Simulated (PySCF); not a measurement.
Cards and structures have been mixed up. Pair them.

Structures:
1. `CO/C=P/c1cccc(C)c1`
2. `CCC(=O)c1ccccc1`
3. `CC[SiH2]O[SiH2][SiH2]N`
4. `C#CP(C(C)C)C(C)C`

Card P (geometry GFN2-xTB):
* Rotational constants A, B, C: 2.355, 0.667, 0.574 GHz
* 13C chemical shifts (computed TMS as zero) by class (GIAO PBE0/pcSseg-1): 11.0 (1 C), 6.2 (1 C) ppm
* HOMO energy (PBE0/pcSseg-1): -7.26 eV
* Point group: C1
* Dipole moment (PBE0/pcSseg-1): 1.33 D
* Isotropic shieldings of nuclei other than C and H, by class (GIAO PBE0/pcSseg-1): 274 (1 N), 334 (1 O), 369 (1 Si), 380 (1 Si), 411 (1 Si) ppm

Card Q (geometry GFN2-xTB):
* Rotational constants A, B, C: 3.486, 0.808, 0.661 GHz
* HOMO energy (PBE0/pcSseg-1): -7.37 eV
* Isotropic shieldings of nuclei other than C and H, by class (GIAO PBE0/pcSseg-1): -291 (1 O) ppm
* Dipole moment (PBE0/pcSseg-1): 2.95 D

Card R (geometry GFN2-xTB):
- Rotational constants A, B, C: 2.386, 0.437, 0.396 GHz
- Point group: C1
- Isotropic shieldings of nuclei other than C and H, by class (GIAO PBE0/pcSseg-1): 180 (1 O), 147 (1 P) ppm
- 13C chemical shifts (computed TMS as zero) by class (GIAO PBE0/pcSseg-1): 222.1 (1 C), 148.9 (1 C), 143.0 (1 C), 139.5 (1 C), 134.3 (1 C), 133.7 (1 C), 133.1 (1 C), 62.0 (1 C), 23.9 (1 C) ppm
- HOMO energy (PBE0/pcSseg-1): -6.08 eV

Card S (geometry GFN2-xTB):
- Rotational constants A, B, C: 1.672, 1.130, 0.841 GHz
- HOMO energy (PBE0/pcSseg-1): -6.60 eV
- Point group: C1
- 13C chemical shifts (computed TMS as zero) by class (GIAO PBE0/pcSseg-1): 102.4 (1 C), 89.8 (1 C), 30.7 (2 C), 21.1 (4 C) ppm

Each SMILES stands for a single optimised conformer of the isolated species, non-relativistic unless stated; the electronic structure was computed with PySCF and density fitting. NMR classes are plain means over equivalent atoms (diastereotopic ones count apart unless rotation or inversion swaps them), as if these changed places fast.

**Question.** Which card belongs to which structure?

**Answer.** P = 3, Q = 2, R = 1, S = 4. What ties each card to its structure:
- 1 (card R), C9H11OP, monoisotopic mass 166.1 u, 11 heavy atoms: 9 C in 9 classes; the least shielded carbon (222.1 ppm) is a carbon bonded to O, P and H; an asymmetric top with C = 0.396 GHz, the lowest such constant on the cards.
- 2 (card Q), C9H10O, monoisotopic mass 134.1 u, 10 heavy atoms: an asymmetric top with C = 0.661 GHz; dipole 2.95 D.
- 3 (card P), C2H13NOSi3, monoisotopic mass 151.0 u, 7 heavy atoms: 2 C in 2 classes; the least shielded carbon (11.0 ppm) is an sp3 carbon bound to silicon; an asymmetric top with C = 0.574 GHz; dipole 1.33 D.
- 4 (card S), C8H15P, monoisotopic mass 142.1 u, 9 heavy atoms: 8 C in 4 classes; the least shielded carbon (102.4 ppm) is a terminal alkyne carbon; an asymmetric top with C = 0.841 GHz, the highest such constant on the cards.
